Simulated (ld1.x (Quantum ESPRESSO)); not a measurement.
Before and after: TM potential for Ga (Z = 31)

```json
{"Element": "gallium (Ga)", "Generator": "ld1.x (Quantum ESPRESSO) 7.5", "Type": "norm-conserving Troullier–Martins (Kleinman–Bylander form)", "Functional": "PBE", "Relativity": "scalar-relativistic", "Frozen core": "[Ar] 3d10", "Valence charge": "3", "Reference configuration": "4s2 4p1", "Partial waves": "4s (bound): rc 1.80 bohr; 4p (bound): rc 2.25 bohr", "Local potential": "all-electron potential smoothed inside 2.20 bohr (lloc = -1)", "Core correction": "a·sin(br)/r model core, default radius (core density twice the valence density)"}
```

Change: wave 4s (bound): rc 1.80 bohr becomes 4s (bound): rc 2.36 bohr.

Cutoffs: the cutoffs (Ry, on a coarse ladder) from which the occupation-weighted sum of valence levels, in a spherical-Bessel basis at the reference potential, stays within 10 and 1 mRy of its value at 400 Ry; they do not see the model core or the augmentation charge, which bear on the density cutoff. Errors are all-electron minus pseudo energies relative to the spin-unpolarised reference configuration.

How do hardness, ghosts and transferability respond?

The potential gets softer (15 Ry and 35 Ry → 10 Ry and 25 Ry); of the 7 tests that both files solve, the error grows in 3 and shrinks in 0 by more than 15 % and 0.3 meV (median size 17.0 → 26.9 meV); neither file shows a bound ghost. A larger radius leaves more room for a smooth pseudo-wave, so fewer plane waves are needed. More of the atom is replaced by a form fitted at one configuration, so other configurations suffer.

```csv
quantity,base,changed
"cutoff, loose",15 Ry,10 Ry
"cutoff, tight",35 Ry,25 Ry
loose cutoff by channel (10 mRy a level),"s 12 Ry, p 6 Ry","s 8 Ry, p 6 Ry"
bound ghosts,none,none
"error for 4s2 4p0, meV [ΔE 5.69 eV]",-12,-11
"error for 4s1 4p0, meV [ΔE 26.82 eV]",-174,-178
"error for 4s2 4p0.5, meV [ΔE 2.03 eV]",-1.8,-1.6
"error for 4s1 4p2, meV [ΔE 6.54 eV]",-17,-27
"error for 4s2 4p1.3, meV [ΔE -0.53 eV]",-0.1,-0.1
"error for 4s1 4p1, meV [ΔE 13.06 eV]",-47,-56
"error for 4s0 4p3, meV [ΔE 13.37 eV]",-65,-112
```
